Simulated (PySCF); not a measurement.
How many f electrons in ErCl?

Unrestricted PBE0; PySCF, spin-free X2C with a Gaussian nucleus, basis sets Er x2c-SVPall, Cl x2c-SVPall. The search starts from ions with several 4f fillings and holds each by maximum overlap.

The lowest solution of each spin and filling, followed along the bond (rough minima from three points):

```
2Ms+1  4f population  ⟨S²⟩ at the start  R at minimum (Å)  Te (eV)
    4          11.62               3.75              2.45     0.00
    2          12.00               1.75              2.50     0.09
    4          11.03               3.76              2.39     0.45
    6          11.02               8.75              2.42     1.35
```

Solutions at the starting distance of 2.460 Å, counted from the lowest; the search is not exhaustive:

```
2Ms+1  4f population  E (eV)  ⟨S²⟩  ⟨Lz²⟩  μ (D)
    4          11.62    0.00  3.75   10.7  -3.89
    2          12.00    0.10  1.75    7.2  -4.44
    4          11.97    0.23  3.75    9.9  -4.51
    2          11.98    0.25  1.75    9.8  -4.48
    2          11.97    0.26  1.76   10.0  -4.48
    4          11.03    0.48  3.76    9.0  -2.75
    4          11.03    0.51  3.75   12.3  -2.81
    6          11.02    1.36  8.75   16.7  -4.40
    6          11.02    1.42  8.75   13.0  -4.40
    6          11.02    1.43  8.75   16.5  -4.41
    6          11.02    1.79  8.75   13.3  -2.51
    6          11.02    1.80  8.75   13.2  -2.54
    4          11.20    1.96  4.56   15.9  -4.03
    4          11.36    2.20  4.40   12.4  -3.27
```

Partly filled real f orbitals mix terms, so no term symbols are given. A population far from a whole number shows f orbitals mixing with d and ligand orbitals, not a clean configuration. A positive dipole means Er(−)Cl(+).

Spin–orbit coupling is left out. Counting both spins, an empty level lies below a filled one in some of these solutions, because spin and occupation are held. The state is the lowest single determinant that the PBE0 search found; with open d or f shells the true ground state can be another one.
